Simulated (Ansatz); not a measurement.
Reaction (homolysis of the C–Ge bond): `O[CH2][GeH3]` → `[CH2]O`• + `[GeH3]`•

Isolated molecules relaxed with PBE0-D4/def2-TZVP in Ansatz; ΔE leaves out vibrations. CCSD(T)/CBS is the MP2 limit (def2-TZVPP, def2-QZVPP) plus CCSD(T) − MP2 in def2-TZVPP, frozen cores. Functionals use def2-TZVPP. Open shells (•) are unrestricted, without spin–orbit coupling. For Ge outer-core shells are correlated without core-valence functions, which leaves a few kJ/mol of doubt a bond. Scalar relativity is left out up to krypton. Each species was taken in one conformer, which may not be the lowest.

`O[CH2][GeH3]`:

Cartesian coordinates in Å:
```
O 1.145 1.006 -0.702
C 0.233 -0.075 -0.745
Ge -0.609 -0.232 1.026
H 1.563 1.091 -1.562
H 0.731 -1.025 -0.980
H -0.555 0.081 -1.493
H 0.459 -0.510 2.094
H -1.611 -1.402 0.992
H -1.357 1.065 1.370
```

`[CH2]O`•:

Z-matrix (Å, degrees):
```
C
O 1 1.357
H 1 1.080 2 113.9
H 1 1.084 2 119.2 3 153.9
H 2 0.960 1 109.6 3 -175.8
```

`[GeH3]`•:

```xyz
4

Ge   -0.195   -0.265    0.127
H     1.251   -0.474    0.609
H    -0.777    1.051    0.674
H    -0.279   -0.312   -1.410
```

CCSD(T)/CBS gives +74.6 kcal/mol.

(1) Another level gave +75.3 kcal/mol. Which?
A. BHLYP/def2-TZVPP
B. CAM-B3LYP/def2-TZVPP
C. MP2/def2-TZVPP
D. RPA@PBE/def2-TZVPP

(2) What do rigid-rotor, harmonic-oscillator terms from PBE0-D4/def2-TZVP frequencies (298.15 K, 1 bar) make of the CCSD(T)/CBS value? (An estimate is asked.)

Largest T1 diagnostic among the species: 0.016.

Answers

(1) C. MP2/def2-TZVPP 75.3, BHLYP 65.4, CAM-B3LYP 67.5, RPA@PBE/def2-TZVPP 70.3 kcal/mol.

(2) The calculation gave: ΔZPE = -4.6 kcal/mol, ΔH = +71.2 kcal/mol, ΔS = 163 J/(mol·K), ΔG = +59.6 kcal/mol. Open shells count their whole term as degenerate.

Leaving LDA and LC-ωPBE aside and taking each functional with its dispersion term where it has one, the values, not all of them listed here, spread over 7.2 kcal/mol, from r2SCAN0-D4 to ωB97X-V. LDA lies +13.1 kcal/mol from PBE without D4, its usual overbinding. At CCSD(T), def2-SVP lies −6.5 kcal/mol from the extrapolated value and def2-TZVPP −2.4 kcal/mol: correlation converges slowly with the basis, and small sets miss more of it in the bonded molecule than in its fragments. From BLYP to BHLYP (50 % exact exchange), in def2-TZVPP and without D4, ΔE moves by +2.4 kcal/mol.
